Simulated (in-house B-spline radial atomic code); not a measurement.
Atomic self-consistent-field run: the chromium ion Cr⁸⁺. Method: non-relativistic Hartree-Fock, spin-polarised, averaged over the determinants with the given up and down occupations, point nucleus. Calculated with an all-electron radial atomic-structure program (B-spline basis).

In the input, 3d5,1 would mean five up and one down electron.

Command:
```bash
python run_scf.py task.json out
```
Settings:
```
Z                24
configuration    1s2 2s2 2p6 3s2 3p3,1
hamiltonian      nr
method           hf
spin_polarised   True
```

Output (hartree, bohr):
```
 radial grid: 43 intervals, B-splines of order 8, outer radius 7.931 bohr

 iter        energy (Eh)    residual
    1      -1015.9899657    8.55e-01
    2      -1021.1761918    1.61e-01
    3      -1021.2765719    6.84e-02
    4      -1021.2949990    2.92e-02
    5      -1021.2992161    4.02e-03
    6      -1021.2993184    4.65e-04
    7      -1021.2993196    4.16e-05
    8      -1021.2993196    1.13e-06
    9      -1021.2993196    7.71e-08

 total energy                    -1021.299320
 kinetic                           1021.29932
 electron-nucleus                 -2320.86317
 electron-electron                  278.26453

 orbital      occ     eigenvalue          <r>       <r^2>       <1/r>     <1/r^2>     <1/r^3>       r_max
 1s up      1.000     -227.24929    0.0641569   0.0055217     23.5242     1113.85           -     0.04226
 1s down    1.000     -227.16576    0.0641361  0.00551771     23.5298     1114.28           -     0.04226
 2s up      1.000      -33.01699     0.292963    0.101169     5.03204     103.674           -      0.2448
 2s down    1.000      -32.95229     0.292562    0.100776     5.03333     103.613           -      0.2449
 2p up      3.000      -28.97133     0.258557   0.0819234     4.95228     33.6235     353.718      0.1983
 2p down    3.000      -28.84941     0.259336   0.0824207     4.93834      33.448     351.234      0.1989
 3s up      1.000       -9.22147     0.819421    0.763076      1.7164     17.8432           -      0.7424
 3s down    1.000       -8.73106     0.827053    0.777984     1.69471      17.295           -      0.7447
 3p up      3.000       -7.86534     0.833957    0.800217     1.62625     5.67053     53.9776      0.7441
 3p down    1.000       -7.63970     0.839257    0.812013     1.62149     5.66684      54.068      0.7459
```

Cost of the run: 0.13 s on 1 thread of Arm Neoverse N1 (shared host).
